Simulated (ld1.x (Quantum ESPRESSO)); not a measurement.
**How hard is this oxygen TM semilocal potential?**

* Element: O
* Generator: ld1.x (Quantum ESPRESSO) 7.5
* Type: norm-conserving Troullier–Martins (semilocal form)
* Functional: revPBE
* Relativity: scalar-relativistic
* Frozen core: [He]
* Valence charge: 6
* Reference configuration: 2s2 2p3 (charge +1)
* Partial waves: 2s (bound): rc 0.75 bohr; 2p (bound): rc 1.85 bohr; 3d channel at 1.12 Ry: rc 1.75 bohr
* Local potential: the d channel
* Core correction: Bessel-smoothed model core inside 0.70 bohr

The pseudo-atom Hamiltonian at the reference potential is diagonalised in spherical Bessel functions j_l(qr) that vanish at 20 bohr, with q² up to the cutoff. All-electron valence levels (Ry): 2s -2.9190, 2p -1.7927.

Q: How do the lowest levels (Ry) of each channel move with the cutoff, and are there ghosts?

A:

```json
{"cutoff (Ry)": "8", "s #1": "-2.6655", "s #2": "-0.4331", "p #1": "-0.8358", "p #2": "-0.1986", "d #1": "-0.1362", "d #2": "-0.0441", "Σ f·Δε (mRy)": "3377.5"}
{"cutoff (Ry)": "18", "s #1": "-2.6965", "s #2": "-0.4373", "p #1": "-1.4530", "p #2": "-0.2622", "d #1": "-0.1368", "d #2": "-0.0447", "Σ f·Δε (mRy)": "1464.3"}
{"cutoff (Ry)": "30", "s #1": "-2.7777", "s #2": "-0.4447", "p #1": "-1.7502", "p #2": "-0.2819", "d #1": "-0.1369", "d #2": "-0.0448", "Σ f·Δε (mRy)": "410.0"}
{"cutoff (Ry)": "50", "s #1": "-2.8872", "s #2": "-0.4553", "p #1": "-1.7923", "p #2": "-0.2851", "d #1": "-0.1369", "d #2": "-0.0448", "Σ f·Δε (mRy)": "65.0"}
{"cutoff (Ry)": "70", "s #1": "-2.9119", "s #2": "-0.4579", "p #1": "-1.7924", "p #2": "-0.2851", "d #1": "-0.1369", "d #2": "-0.0448", "Σ f·Δε (mRy)": "15.0"}
{"cutoff (Ry)": "110", "s #1": "-2.9151", "s #2": "-0.4583", "p #1": "-1.7927", "p #2": "-0.2852", "d #1": "-0.1369", "d #2": "-0.0448", "Σ f·Δε (mRy)": "7.8"}
{"cutoff (Ry)": "160", "s #1": "-2.9175", "s #2": "-0.4585", "p #1": "-1.7927", "p #2": "-0.2852", "d #1": "-0.1369", "d #2": "-0.0448", "Σ f·Δε (mRy)": "3.0"}
{"cutoff (Ry)": "260", "s #1": "-2.9190", "s #2": "-0.4586", "p #1": "-1.7927", "p #2": "-0.2852", "d #1": "-0.1369", "d #2": "-0.0448", "Σ f·Δε (mRy)": "0.2"}
{"cutoff (Ry)": "400", "s #1": "-2.9190", "s #2": "-0.4586", "p #1": "-1.7927", "p #2": "-0.2852", "d #1": "-0.1369", "d #2": "-0.0448", "Σ f·Δε (mRy)": "0.0"}
```

Result: no extra level below or beside the all-electron valence levels (s, p, d tested); the semilocal form is local in each channel, so this says nothing of the separable form that plane-wave codes build from it; 10 mRy is reached at 90 Ry and 1 mRy at 200 Ry.

Its largest configuration-test error is +1015 meV.
